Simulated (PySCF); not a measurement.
# Vibration and rotation of SnPb

UHF-CCSD(T) constants of SnPb, ³Σ⁻ (triplet), unpaired electrons π ↑↑ (PySCF, scalar-relativistic core potentials, basis sets Sn cc-pVDZ-PP with ECP28, Pb cc-pVDZ-PP with ECP60; masses 119.9022 and 207.9766 u):

| Item | Value |
| --- | --- |
| ωe | 160.4 cm⁻¹ |
| ωexe | 0.252 cm⁻¹ |
| Be | 0.02694 cm⁻¹ |
| αe | 5.98e-05 cm⁻¹ |
| D (centrifugal) | 3.04e-09 cm⁻¹ |
| De to Sn + Pb | 1.82 eV |

Problem. Give the vibrational terms G(v) and spacings up to v = 6.

Solution. G(v) = ωe(v+½) − ωexe(v+½)².

| v | G(v) (cm⁻¹) | G(v) − G(v−1) | Bv (cm⁻¹) |
| --- | --- | --- | --- |
| 0 | 80.1 |  | 0.02691 |
| 1 | 240.0 | 159.9 | 0.02685 |
| 2 | 399.4 | 159.4 | 0.02679 |
| 3 | 558.3 | 158.9 | 0.02673 |
| 4 | 716.7 | 158.4 | 0.02667 |
| 5 | 874.6 | 157.9 | 0.02661 |
| 6 | 1032.0 | 157.4 | 0.02655 |

Problem. How well does the Morse estimate ωe²/(4ωexe) reproduce De, and what is D0?

Solution. It gives 3.16 eV, 174 % of the computed De. D0 = De − G(0) = 1.82 − 0.01 = 1.81 eV.

Correlated steps freeze 8 core orbitals. Correlated levels converge slowly with the basis: in double zeta they bind strong bonds too weakly, by up to about 1 eV, and carry superposition errors of some tenths. These are scalar-relativistic numbers at best; spin–orbit coupling would shift them, the dissociation energy most. The state is the lowest determinant that a PBE0 search found; another state may lie lower at other levels.
